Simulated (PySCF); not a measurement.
## Electron correlation in Hg⁶⁴⁺ (mercury, charge +64)

[Ne] 3s2 3p4, high-spin 3P determinant. Computed with PySCF 2.14 in an uncontracted even-tempered set (17 s from 18 bohr⁻², ratio 2.5; 12 p from 23 bohr⁻², ratio 2.5; 4 d from 95 bohr⁻², ratio 2.7; 4 f from 140 bohr⁻², ratio 2.7), with scalar relativity by spin-free X2C-1e. Frozen: 1s2; 14 electrons correlated; the 17 highest virtual orbitals of each spin left out.

MP2 pair energies summed by pair of shells (mhartree):

| pair | energy | share (%) |
| --- | --- | --- |
| 2p-2p | -204.24 | 33.0 |
| 2p-3p | -96.27 | 15.5 |
| 3s-3p | -86.53 | 14.0 |
| 3p-3p | -83.23 | 13.4 |
| 2s-2p | -62.31 | 10.1 |
| 2p-3s | -38.28 | 6.2 |
| 2s-3p | -17.34 | 2.8 |
| 2s-2s | -11.96 | 1.9 |
| 3s-3s | -10.86 | 1.8 |
| 2s-3s | -8.07 | 1.3 |

Total MP2 correlation energy: -619.09 mhartree.

At this charge the one-electron X2C treatment keeps the bare 1/r₁₂, with no two-electron picture change or Breit term. The effect here is smaller than on the frozen 1s shell; and a scalar Hamiltonian misses the large spin-orbit splitting of the p shells, which matters for ns² → np² pairs.

Spin-orbit coupling is strong in this species, so the high-spin LS determinant is a model state.
